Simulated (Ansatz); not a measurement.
Geometry optimisation, RKS PBE0/def2-TZVP in Ansatz 0.2.0.

Input:

```yaml
crystal:
  periodic: [false, false, false]
  atoms:
    - { symbol: Sn, position_ang: [-0.134677, 0.111917, 0.001555] }
    - { symbol: O, position_ang: [-0.104486, -0.028067, 1.96254] }
    - { symbol: H, position_ang: [-0.909054, 0.30172, 2.36994] }
    - { symbol: H, position_ang: [1.490205, 0.296521, -0.453348] }
    - { symbol: H, position_ang: [-1.069995, 1.491045, -0.386002] }
    - { symbol: H, position_ang: [-0.84735, -1.301105, -0.634622] }
    - { symbol: H, position_ang: [1.411875, -2.168711, 1.040153] }
    - { symbol: H, position_ang: [1.129882, -1.830719, 1.598585] }
basis:
  gaussian: { orbitals: def2-TZVP }
hamiltonian:
  xc: pbe0
relax:
  f_tol: 0.03
  max_steps: 50
```

Command:

```bash
$ ansatz run input.yaml --threads 4 --pin off --max-ram 5120MiB --backend cpu --events-out ev --progress --plain --runs-dir out
```

Task: Where does it end, and by what steps?

Result: The forces met the threshold. The force dipped under the threshold on the way, but the program's further checks kept it going. After 29 steps the energy has fallen by 0.099 eV; H7 moved furthest, 1.50 Å.

```json
{"step": "0", "energy less start (eV)": "0.0000", "largest force component (eV/Å)": "1.199", "accepted": "yes"}
{"step": "2", "energy less start (eV)": "-0.0829", "largest force component (eV/Å)": "0.026", "accepted": "yes"}
{"step": "4", "energy less start (eV)": "-0.0857", "largest force component (eV/Å)": "0.178", "accepted": "no"}
{"step": "6", "energy less start (eV)": "-0.0865", "largest force component (eV/Å)": "0.192", "accepted": "no"}
{"step": "8", "energy less start (eV)": "-0.0899", "largest force component (eV/Å)": "0.348", "accepted": "no"}
{"step": "10", "energy less start (eV)": "-0.0914", "largest force component (eV/Å)": "0.028", "accepted": "yes"}
{"step": "12", "energy less start (eV)": "-0.0926", "largest force component (eV/Å)": "0.076", "accepted": "yes"}
{"step": "14", "energy less start (eV)": "-0.0936", "largest force component (eV/Å)": "0.119", "accepted": "yes"}
{"step": "16", "energy less start (eV)": "-0.0942", "largest force component (eV/Å)": "0.025", "accepted": "yes"}
{"step": "18", "energy less start (eV)": "-0.0955", "largest force component (eV/Å)": "0.145", "accepted": "yes"}
{"step": "20", "energy less start (eV)": "-0.0969", "largest force component (eV/Å)": "0.041", "accepted": "yes"}
{"step": "22", "energy less start (eV)": "-0.0977", "largest force component (eV/Å)": "0.089", "accepted": "yes"}
{"step": "24", "energy less start (eV)": "-0.0985", "largest force component (eV/Å)": "0.042", "accepted": "yes"}
{"step": "26", "energy less start (eV)": "-0.0989", "largest force component (eV/Å)": "0.072", "accepted": "yes"}
{"step": "28", "energy less start (eV)": "-0.0993", "largest force component (eV/Å)": "0.042", "accepted": "yes"}
{"step": "29", "energy less start (eV)": "-0.0994", "largest force component (eV/Å)": "0.030", "accepted": "yes"}
```

```xyz
8
Properties=species:S:1:pos:R:3
Sn -0.364 0.475 -0.295
O 0.066 -0.173 1.518
H -0.709 -0.304 2.070
H 1.165 0.662 -1.009
H -1.210 1.955 -0.150
H -1.327 -0.703 -1.075
H 1.849 -2.838 2.309
H 1.496 -2.201 2.132
```

Whether the end is a true minimum wasn't checked by a vibrational analysis.

Run time: 31 s on 4 threads of Intel(R) Xeon(R) Platinum 8375C CPU @ 2.90GHz (Ice Lake), with other jobs on the host, peak memory 0.23 GiB.
